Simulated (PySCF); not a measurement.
A calculated (UHF, PySCF 2.14, def2-SVP, the non-relativistic Hamiltonian (point nucleus)) atom or ion has these occupied shells.

```csv
shell,electrons,orbital energy (eV),"rms radius, mean of both spins (bohr)"
1s α,1,-11792.3,0.0537
1s β,1,-11792.2,0.0537
2s α,1,-1553.7,0.224
2s β,1,-1553.6,0.224
2p α,3,-1386.6,0.198
2p β,3,-1386.5,0.198
3s α,1,-240.31,0.650
3s β,1,-240.13,0.650
3p α,3,-181.86,0.671
3p β,3,-181.60,0.671
3d α,5,-79.263,0.744
3d β,5,-79.132,0.744
4s α,1,-38.332,2.01
4s β,1,-35.579,2.01
4p α,1,-27.759,2.36
```

Task: Name the element and its charge.

Result: As²⁺ (arsenic, charge +2), in [Ar] 3d10 4s2 4p1, 2P determinant.
